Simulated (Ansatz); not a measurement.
C3H3N, SMILES `C=C=C=N` (charge 0, multiplicity 1).

The numbers are results of frozen-core CCSD(T)/cc-pVDZ // B3LYP-D3(BJ)/def2-TZVP run with Ansatz (a quantum-chemistry and plane-wave program), not measurements.

Ansatz 0.2 input:
```yaml
crystal:
  periodic: [false, false, false]
  atoms:
    - { symbol: C, position_ang: [-1.43834, 0.577788, 0.384827] }
    - { symbol: C, position_ang: [-0.2753, -0.006458, 0.229312] }
    - { symbol: C, position_ang: [0.885002, -0.509111, 0.103062] }
    - { symbol: N, position_ang: [1.940285, -1.125567, -0.071109] }
    - { symbol: H, position_ang: [-2.369655, 0.069679, 0.149031] }
    - { symbol: H, position_ang: [-1.52582, 1.595319, 0.756864] }
    - { symbol: H, position_ang: [2.783834, -0.601647, 0.16461] }
basis:
  gaussian: { orbitals: cc-pVDZ }
correlation:
  method: ccsd_t
```

Output:

```
Functional definition: HF
664 factors; integrals over basis functions are off by at most 1.1e-3 eV
mean field evaluation 1: about -4615.9728 eV, gradient 2.6e1 eV
mean field evaluation 2: about -4615.9752 eV, gradient 2.6e1 eV
mean field evaluation 4: about -4617.8867 eV, gradient 4.0e0 eV
mean field evaluation 8: about -4617.9446 eV, gradient 2.0e-1 eV
mean field evaluation 16: about -4617.9347 eV, gradient 1.3e0 eV
mean field -4617.94511151 eV, -169.7063526922 hartree, gradient 9.2e-7 eV, S^2 0.000000; 0 other end points of the search recorded, 0 dependent functions left out; unrestricted orbitals would lower it
4 core orbitals not correlated
reference -4617.94511151 eV, -169.7063526922 hartree; 10, 10 occupied and 57, 57 virtual orbitals, 664 factors
second order -14.71304644 eV of doubles, -0.00000000 eV of singles
cycle   1  -14.85974030 eV  change   -1.5e-1 eV  update   1.1e-1
cycle   2  -15.31334412 eV  change   -4.5e-1 eV  update   4.0e-2
cycle   3  -15.47486275 eV  change   -1.6e-1 eV  update   2.1e-2
cycle   4  -15.47453580 eV  change    3.3e-4 eV  update   6.0e-3
cycle   5  -15.47619893 eV  change   -1.7e-3 eV  update   2.8e-3
cycle   6  -15.47695648 eV  change   -7.6e-4 eV  update   9.0e-4
cycle   7  -15.47679051 eV  change    1.7e-4 eV  update   4.4e-4
cycle   8  -15.47674409 eV  change    4.6e-5 eV  update   1.4e-4
cycle   9  -15.47678593 eV  change   -4.2e-5 eV  update   5.4e-5
cycle  10  -15.47676064 eV  change    2.5e-5 eV  update   2.0e-5
cycle  11  -15.47676269 eV  change   -2.0e-6 eV  update   6.5e-6
perturbative correction -0.69138610 eV, -0.0254079707 hartree
Total energy: -4634.11326030 eV, -170.3005212012 hartree
```
